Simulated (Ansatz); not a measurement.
C8H18F2Sn (`CC(C)[CH2][Sn]([F])([F])[CH2]C(C)C`), relaxed with RKS PBE-D4/def2-SVP in Ansatz 0.2.0 from a rough embedded geometry. The force threshold is 0.03 eV/Å; the program also tests the step.

Total charge 0; spin multiplicity 1. Sn takes the def2 core potential.

Start:

```xyz
29

C     0.180    1.549    1.555
C     1.435    0.754    1.839
C     2.624    1.712    2.033
C     1.756   -0.261    0.660
Sn    0.276   -1.826    0.635
F    -0.115   -2.403    2.477
F     1.056   -3.351   -0.341
C    -1.522   -1.259   -0.327
C    -1.323   -0.345   -1.503
C    -0.628   -1.061   -2.674
C    -2.650    0.292   -1.995
H     0.027    2.266    2.453
H     0.211    2.183    0.706
H    -0.750    0.914    1.600
H     1.309    0.164    2.764
H     2.819    2.263    1.132
H     2.490    2.363    2.897
H     3.548    1.083    2.257
H     2.688   -0.702    0.786
H     1.642    0.313   -0.260
H    -2.119   -2.128   -0.638
H    -2.166   -0.719    0.396
H    -0.606    0.546   -1.172
H    -0.460   -0.342   -3.521
H    -1.212   -1.928   -3.047
H     0.381   -1.410   -2.327
H    -3.140    0.852   -1.203
H    -2.436    0.967   -2.832
H    -3.316   -0.486   -2.351
```

Task: By how much does the energy fall, and how many steps does the optimiser take? (Estimate.)

Result: Ansatz gave: 0.69 eV, in 20 steps.

Task: Which bonds change most? (An estimate is asked.)

Result: Computed: C9–H23 from 1.191 to 1.115 Å; C4–H19 from 1.039 to 1.110 Å; Sn5–C8 from 2.117 to 2.169 Å; C1–H13 from 1.060 to 1.112 Å.

Task: Give the relaxed structure. (Best estimate.)

Result: Ansatz gave: 
```xyz
29

C     0.405    1.592    1.656
C     1.652    0.731    1.899
C     2.919    1.595    1.994
C     1.821   -0.343    0.813
Sn    0.080   -1.634    0.679
F    -0.555   -1.711    2.544
F     0.744   -3.462    0.382
C    -1.715   -1.388   -0.513
C    -1.624   -0.260   -1.552
C    -0.500   -0.520   -2.566
C    -2.974   -0.070   -2.260
H     0.314    2.398    2.412
H     0.437    2.074    0.655
H    -0.524    0.986    1.723
H     1.512    0.208    2.871
H     3.091    2.151    1.047
H     2.836    2.341    2.811
H     3.819    0.977    2.189
H     2.673   -1.024    1.016
H     1.986    0.112   -0.188
H    -1.900   -2.374   -0.991
H    -2.520   -1.217    0.232
H    -1.389    0.688   -1.015
H    -0.418    0.303   -3.305
H    -0.682   -1.462   -3.126
H     0.489   -0.618   -2.069
H    -3.784    0.153   -1.535
H    -2.932    0.763   -2.991
H    -3.262   -0.991   -2.813
```
